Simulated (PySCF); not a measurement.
# Ionisation energy of Ar⁺ by level of theory

Ar⁺ [Ne] 3s2 3p5 (2P) → Ar²⁺ [Ne] 3s2 3p4 (3P), as a difference of total energies. Computed with PySCF 2.14 in aug-cc-pV(T+d)Z (6s5p4d2f, 55 functions), with no relativity, point nucleus. Correlated levels: valence: [Ne] frozen. The calculations carry no spin-orbit coupling.

```json
{"method": "UHF", "ionisation energy (eV)": "26.372", "plus first-order spin-orbit estimate": "26.366", "error of that sum (eV)": "-1.264"}
{"method": "LDA", "ionisation energy (eV)": "27.818", "plus first-order spin-orbit estimate": "27.812", "error of that sum (eV)": "+0.182"}
{"method": "PBE", "ionisation energy (eV)": "27.599", "plus first-order spin-orbit estimate": "27.592", "error of that sum (eV)": "-0.038"}
{"method": "PBE0", "ionisation energy (eV)": "27.612", "plus first-order spin-orbit estimate": "27.605", "error of that sum (eV)": "-0.025"}
{"method": "r2SCAN", "ionisation energy (eV)": "27.675", "plus first-order spin-orbit estimate": "27.668", "error of that sum (eV)": "+0.038"}
{"method": "M06-2X", "ionisation energy (eV)": "27.634", "plus first-order spin-orbit estimate": "27.628", "error of that sum (eV)": "-0.002"}
{"method": "wB97X", "ionisation energy (eV)": "27.621", "plus first-order spin-orbit estimate": "27.615", "error of that sum (eV)": "-0.015"}
{"method": "HSE06", "ionisation energy (eV)": "27.608", "plus first-order spin-orbit estimate": "27.602", "error of that sum (eV)": "-0.028"}
{"method": "r2SCAN0", "ionisation energy (eV)": "27.641", "plus first-order spin-orbit estimate": "27.635", "error of that sum (eV)": "+0.005"}
{"method": "MP2 (valence)", "ionisation energy (eV)": "27.371", "plus first-order spin-orbit estimate": "27.364", "error of that sum (eV)": "-0.266"}
{"method": "SCS-MP2 (valence)", "ionisation energy (eV)": "27.368", "plus first-order spin-orbit estimate": "27.362", "error of that sum (eV)": "-0.268"}
```

Reference: 27.630 eV (measured; NIST Atomic Spectra Database, ionization energies).

A first-order spin-orbit estimate (lowest level to lowest level, LS coupling) adds -0.007 eV.

Errors of the correlated levels include the incompleteness of this basis and the frozen core.
